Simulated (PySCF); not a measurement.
Compound: C3H10GeN2.
SMILES with atom numbers: `[H]/[N:6]=[CH:5]/[GeH2:4][N:2]([CH3:1])[CH3:3]` (hydrogens: H7, H8, H9 on C1; H10, H11, H12 on C3; H13, H14 on Ge4; H15 on C5; H16 on N6)

Structure used (PBE0-D3(BJ)/def2-SVP), in Å, numbered top down from 1:
```
atom  x, y, z in Å
C1    -1.075   -0.532    1.309
N2    -1.048    0.034   -0.014
C3    -1.427    1.420   -0.068
Ge4    0.142   -0.644   -1.238
C5     2.009   -0.176   -0.803
N6     2.709   -1.034   -0.177
H7    -0.361   -0.054    2.014
H8    -2.084   -0.432    1.752
H9    -0.835   -1.607    1.279
H10   -2.445    1.559    0.345
H11   -0.754    2.092    0.508
H12   -1.447    1.780   -1.108
H13    0.022   -2.175   -1.198
H14   -0.249   -0.028   -2.597
H15    2.391    0.833   -1.070
H16    3.646   -0.665    0.031
```

Computed with core-valence-separated Tamm–Dancoff BHandHLYP/aug-pcX-1 (pcseg-1 on H, def2-SVPD on Ge) in PySCF, non-relativistic, gas phase, PBE0-D3(BJ)/def2-SVP geometry. BHandHLYP without relativity tends to put these K edges a few eV too low, so spacings mean more than positions.

What does the C 1s absorption edge look like?

```
E (eV)       f  core hole on          main final orbital                        polarisation
282.45  0.0650            C5                 LUMO (74 %)  normal to the local trigonal plane
285.93  0.0121            C3                 LUMO (47 %)                                   –
286.05  0.0121            C1                 LUMO (38 %)                                   –
286.42  0.0036            C1                 LUMO (45 %)                                   –
286.49  0.0162            C5               LUMO+1 (66 %)         in the local trigonal plane
286.55  0.0083            C3               LUMO+2 (34 %)                                   –
286.86  0.0642         C1/C3  spread (2 roots, f summed)                                   –
286.96  0.0533         C1/C3  spread (2 roots, f summed)                                   –
287.42  0.0327            C5               LUMO+4 (30 %)         in the local trigonal plane
287.55  0.0124         C1/C3  spread (2 roots, f summed)                                   –
287.59  0.0111            C1               LUMO+1 (39 %)                                   –
287.72  0.0075            C5                      spread                               mixed
```

The first line with a tenth or more of the strongest one's intensity is at 282.45 eV (f = 0.065), with the hole on C5 (C=N carbon), polarised normal to the local trigonal plane: a 1s→π* resonance. It is also the strongest listed.

What does the N 1s absorption edge look like?

```
E (eV)       f  core hole on  main final orbital
395.72  0.0605            N6         LUMO (80 %)
398.93  0.0188            N2         LUMO (73 %)
399.79  0.0187            N6       LUMO+1 (47 %)
400.56  0.0006            N2       LUMO+1 (54 %)
400.80  0.0074            N2              spread
401.02  0.0080            N2       LUMO+3 (57 %)
401.18  0.0070            N2              spread
401.33  0.0038            N2       LUMO+4 (34 %)
401.44  0.0030            N2       LUMO+5 (39 %)
401.57  0.0057            N2              spread
401.64  0.0021            N6       LUMO+1 (31 %)
```

The first line with a tenth or more of the strongest one's intensity is at 395.72 eV (f = 0.061), with the hole on N6 (C=N nitrogen). It is also the strongest listed.

Roots within 0.03 eV whose holes lie on the same, on equivalent or on shared atoms are summed into one line, and the highest roots are left out, as the search may have cut off their partners. Final orbitals are the ground state's empty Kohn–Sham orbitals. A dash: too weak, shared between unlike atoms, or no plane or axis to refer to.

What are the wavelength and the wavenumber of the 285.93 eV line?

λ = 12398.42 eV Å/285.93 eV = 43.362 Å; 2.3062 × 10⁶ cm⁻¹.

The ionisation thresholds weren't computed; near and above them a finite basis only mimics Rydberg series and continuum. The BHandHLYP/aug-pcX-1 (pcseg-1 on H, def2-SVPD on Ge) calculation is non-relativistic and has no spin–orbit coupling, an omission that weighs most on germanium.

One conformer stands for the species.
